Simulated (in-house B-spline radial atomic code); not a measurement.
Ionising Cr⁴⁺ with different functionals

Computed with a B-spline radial code for spherical atoms: four-component Dirac-Coulomb Hamiltonian, Fermi nucleus of rms radius 3.6452 fm, spin-restricted, spherical fractional occupations for the functionals, and exact exchange of hybrids averaged over the configuration. The ionisation energy is the difference of two self-consistent energies, [Ar] 3d2 → [Ar] 3d1, without Breit or QED terms; ε is the level of the shell that loses the electron (mean over j). The electron is taken from both j subshells in proportion to 2j + 1, so the result is a j average, not the step between ground levels.

```
   method                    rung  ΔSCF (eV)  -ε(3d) (eV)
BHandHLYP           global hybrid      68.33        63.81
  LC-wPBE  range-separated hybrid          ?            ?
CAM-B3LYP  range-separated hybrid          ?            ?
    HSE06  range-separated hybrid      68.35        60.48
```

Task: What does LC-wPBE give?

Result: ΔSCF 68.47 eV, and -ε(3d) = 63.52 eV.

Task: What does CAM-B3LYP give?

Result: ΔSCF 68.51 eV, and -ε(3d) = 62.49 eV.

Task: Among the functionals, which spreads more, the ΔSCF values or the orbital energies?

Result: The orbital energies: ΔSCF values span about 0.18 eV and the orbital energies 3.33 eV; here energy differences depend much less on the functional than eigenvalues do.

Task: How do they compare with the NIST value?

Result: NIST lists 69.46 eV ± 0.04 (semi-empirical, ground level to ground level). Errors run from -1.13 to -0.95 eV. The correlated functionals all miss on the same side by more than they spread, so the cause is common to them (Breit-QED terms, spin polarisation, the choice among j levels, multiplet and fine-structure energies, or a listed next ion that isn't the cheapest removal here) and closeness doesn't rank the functionals.
